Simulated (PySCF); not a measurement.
C2H6ClGe, charge +1, multiplicity 1. Atoms are numbered in the order given.

```xyz
10

C     -1.5737    -1.3147     0.2757
Ge     0.0390    -0.2862     0.0783
C      1.8697    -0.8268     0.3109
Cl    -0.2377     1.7237    -0.4720
H     -1.4279    -2.0872     1.0460
H     -1.7687    -1.8046    -0.6954
H     -2.4119    -0.6473     0.5211
H      2.5157    -0.2361    -0.3545
H      2.1414    -0.6134     1.3605
H      1.9672    -1.9062     0.1219
```
Charge +1, spin multiplicity 1.

Coordinates come from a B3LYP-D3(BJ)/def2-SVP optimisation. The spin state was assumed, not searched. The isomer is the one that the SMILES or the coordinates give; other isomers of the formula were not compared.

The numbers are results of PBE/def2-TZVP run with PySCF, not measurements.

Isolated molecule, no solvent.

```
Quantity                                                           Value
------------------------------------------------  ----------------------
total energy                                         -2616.22386 hartree
highest occupied level                                         -12.82 eV
lowest empty level                                              -8.77 eV
orbital gap                                                      4.05 eV
dipole moment about the centre of nuclear charge                  3.29 D
mean static polarisability                          62.0 bohr³ (9.18 Å³)
polarisability, principal values                  43.5, 69.4, 72.9 bohr³
```
